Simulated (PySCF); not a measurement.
## Excitation energy of Pt⁺ by level of theory

Pt⁺ [Xe] 4f14 5d9 (2D) → Pt⁺ [Xe] 4f14 5d8 6p1 (high-spin determinant), as a difference of total energies. Calculation: PySCF 2.14, in x2c-TZVPPall with one added diffuse shell each of s, p, d, f type (12s8p8d4f1g, 113 functions); scalar relativity by spin-free X2C-1e. Correlated levels: valence: [Xe] 4f14 frozen. The calculations carry no spin-orbit coupling.

| method | excitation energy (cm⁻¹) |
| --- | --- |
| UHF | 52996 |
| MP2 (valence) | 61470 |
| SCS-MP2 (valence) | 61985 |
| CCSD (valence) | 59431 |
| CCSD(T) (valence) | 59644 |

A first-order spin-orbit estimate (lowest level to lowest level, LS coupling) adds -0.065 eV.

The determinant of the upper state mixes LS terms, which raises its energy above the lowest term, most at the Hartree-Fock and MP2 levels.
